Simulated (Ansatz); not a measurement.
Start from `O[SiH2][NH][AlH2]` and change one atom or group to get `N[SiH2]N[SiH2]O`.

Ansatz, PBE0-D4/def2-TZVP geometries, multiplicity 1. Each molecule was computed in one conformer, which needn't be the lowest.

| property | `O[SiH2][NH][AlH2]` |
| --- | --- |
| LUMO energy (B3LYP/def2-TZVPP) / eV | -1.12 |
| HOMO energy (ωB97M-V/def2-TZVPP) / eV | -10.33 |
| LUMO energy (PBE0/def2-TZVPP) / eV | -0.92 |
| size of the dipole moment (ωB97M-V/def2-TZVPP) / D | 1.33 |
| HOMO energy (B3LYP/def2-TZVPP) / eV | -7.77 |
| HOMO–LUMO gap (PBE0/def2-TZVPP) / eV | 7.09 |

Question: What does the change do to each property? (Best estimate.)

Answer: The calculation gave: 
```
                                          property  `N[SiH2]N[SiH2]O`  shift
               LUMO energy (B3LYP/def2-TZVPP) / eV               0.15   1.27
             HOMO energy (ωB97M-V/def2-TZVPP) / eV              -9.79   0.54
                LUMO energy (PBE0/def2-TZVPP) / eV               0.45   1.37
size of the dipole moment (ωB97M-V/def2-TZVPP) / D               2.59   1.26
               HOMO energy (B3LYP/def2-TZVPP) / eV              -7.21   0.56
              HOMO–LUMO gap (PBE0/def2-TZVPP) / eV               7.90   0.81
```

With PBE0 the HOMO rises by 0.56 eV and the LUMO rises by 1.37 eV, so the gap widens by about 0.81 eV. PBE moves the HOMO by 0.63 eV and ωB97M-V by 0.54 eV. Dipoles are sizes alone; their direction can turn.

B3LYP here is the variant with VWN-RPA as its local correlation; programs differ in this.
